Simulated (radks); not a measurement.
Results of a calculation; reference values are marked as such.
Task: As2+, configuration [Ar] 3d10 4s2 4p1. Code: a radial shooting solver on a logarithmic mesh with Libxc functionals. Model: Dirac Kohn-Sham, RPBE, spin-unpolarised, spherical densities, point nucleus; open shells are shared between the two j in proportion to 2j + 1.

Spin-orbit splittings of the eigenvalues, e(l+1/2) - e(l-1/2), with zeta = 2 splitting/(2l+1) and mean radii in bohr:

| shell | occ. | splitting (eV) | zeta (eV) | <r> j=l-1/2 | <r> j=l+1/2 |
|---|---|---|---|---|---|
| 2p | 6 | 36.56 | 24.37 | 0.1746 | 0.1783 |
| 3p | 6 | ? | ? | 0.6097 | 0.6202 |
| 3d | 10 | 0.7310 | 0.2924 | 0.6722 | 0.6768 |
| 4p | 1 | 0.3968 | 0.2646 | 2.133 | 2.164 |
| 4d | 0 | 0.02670 | 0.01068 | 3.450 | 3.460 |

Estimate the 3p splitting.

Result: 5.020 eV (zeta = 3.347 eV).
